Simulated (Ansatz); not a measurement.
`C[SiH2][B](C)[AlH2]` + `F[SiH2]Cl` → `C[SiH2][SiH2]Cl` + `C[B](F)[AlH2]`  (redistribution)

Program: Ansatz. Geometries: PBE0-D4/def2-TZVP. ΔE: electronic, gas phase. CBS: MP2 limit from def2 TZ/QZ plus the TZ coupled-cluster correction, frozen cores. This one scheme is used for every species. DFT in def2-TZVPP. B3LYP here is the variant with VWN-RPA as its local correlation; programs differ in this. One conformer a species, not always the lowest.

`C[SiH2][B](C)[AlH2]`:

```xyz
15

C    -1.446    1.722   -0.766
Si    0.288    1.262   -0.202
B     0.562   -0.683    0.282
C     1.778   -1.016    1.204
Al   -0.871   -2.058   -0.460
H    -1.509    2.779   -1.033
H    -2.178    1.532    0.023
H    -1.739    1.141   -1.645
H     0.703    2.168    0.914
H     1.245    1.509   -1.329
H     2.593   -0.287    1.203
H     2.188   -2.026    1.136
H     1.323   -0.946    2.210
H    -2.159   -2.446    0.401
H    -0.777   -2.651   -1.938
```

`F[SiH2]Cl`:

Z-matrix (Å, degrees):
```
Si
F 1 1.589
Cl 1 2.036 2 108.8
H 1 1.475 2 108.3 3 -118.2
H 1 1.475 2 108.3 3 118.2
```

`C[SiH2][SiH2]Cl`:

Cartesian coordinates in Å:
```
C 1.226 -0.001 -1.206
Si 0.698 0.085 0.589
Si -1.635 0.073 0.753
Cl -2.339 -1.575 -0.286
H 0.872 0.872 -1.758
H 0.813 -0.894 -1.680
H 2.314 -0.040 -1.288
H 1.208 1.326 1.241
H 1.218 -1.082 1.353
H -2.124 -0.037 2.151
H -2.252 1.275 0.132
```

`C[B](F)[AlH2]`:

Cartesian coordinates in Å:
```
C -0.097 1.296 -0.684
B 0.526 -0.104 -0.373
F 1.589 -0.469 -1.100
Al -0.193 -1.521 1.101
H -1.072 1.141 -1.166
H -0.312 1.859 0.230
H 0.517 1.907 -1.350
H 0.359 -1.515 2.596
H -1.317 -2.595 0.746
```

| level | ΔE (kJ/mol) | difference from CCSD(T)/CBS |
| --- | --- | --- |
| PBE-D4 | -27.6 | -13.9 |
| r2SCAN-D4 | -17.4 | -3.7 |
| PBE0-D4 | -24.7 | -11.0 |
| B3LYP-D4 | -21.9 | -8.2 |
| ωB97X-V | -21.6 | -7.9 |
| ωB97M-V | -18.3 | -4.6 |
| B2PLYP | -19.5 | -5.8 |
| PBE | -28.9 | -15.2 |
| r2SCAN | -17.9 | -4.2 |
| PBE0 | -25.9 | -12.2 |
| B3LYP | -24.0 | -10.3 |
| HF/def2-TZVPP | -18.2 | -4.5 |
| MP2/def2-TZVPP | -12.5 | 1.2 |
| SCS-MP2/def2-TZVPP | -13.1 | 0.6 |
| CCSD/def2-TZVPP | -15.8 | -2.1 |
| CCSD(T)/def2-TZVPP | -16.2 | -2.5 |
| HF/def2-QZVPP | -16.0 | -2.3 |
| MP2/def2-QZVPP | -10.3 | 3.4 |
| SCS-MP2/def2-QZVPP | -11.1 | 2.6 |
| HF/CBS(def2) | -15.7 | -2.0 |
| MP2/CBS(def2) | -10.0 | 3.7 |
| CCSD/CBS(def2) | -13.3 | 0.4 |
| CCSD(T)/CBS | -13.7 | 0 |

Largest T1 diagnostic among the species: 0.013.

From PBE to PBE0 (25 % exact exchange), in def2-TZVPP and without D4, ΔE moves by +3.0 kJ/mol.
